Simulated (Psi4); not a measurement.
Internal rotation in C3H12OSi2, SMILES O[SiH2][Si](C)(C)C. Scanned: dihedral Si2–Si5–O6–H18; all other coordinates were relaxed at GFN2-xTB. Points at φ and −φ are mirror images.

Geometry of the scan point at 30° (Å):
```
18

C     -1.2670    -0.8767    -1.3007
Si    -0.2981     0.0803     0.0460
C     -0.2884     1.9225    -0.4954
C     -1.3051    -0.0317     1.6637
Si     1.8508    -0.7403     0.3653
O      2.7957    -0.4780    -0.9409
H     -0.7594    -0.8403    -2.2609
H     -1.3762    -1.9237    -1.0326
H     -2.2652    -0.4714    -1.4442
H      0.1732     2.0540    -1.4710
H     -1.2957     2.3257    -0.5593
H      0.2623     2.5378     0.2109
H     -0.8410     0.5427     2.4598
H     -2.3150     0.3468     1.5334
H     -1.3834    -1.0589     2.0074
H      2.5195    -0.1095     1.5155
H      1.9845    -2.1890     0.5102
H      2.6743     0.2651    -1.5226
```

Method: PBE-D3(BJ)/def2-SVP // GFN2-xTB run with Psi4.

Scanned values (°): -165, -150, -135, -120, -105, -90, -75, -60, -45, -30, -15, 0, 15, 30, 45, 60, 75, 90, 105, 120, 135, 150, 165, 180.

### Question
At which scan points does the profile have its minima and maxima, and how high do they lie?

### Answer
Lower than their neighbours: -60° (2.51 kJ/mol), 60° (2.51 kJ/mol), 180° (0.00 kJ/mol). Higher than their neighbours: -105° (3.72 kJ/mol), 0° (4.08 kJ/mol), 105° (3.72 kJ/mol). The whole profile spans 4.08 kJ/mol.
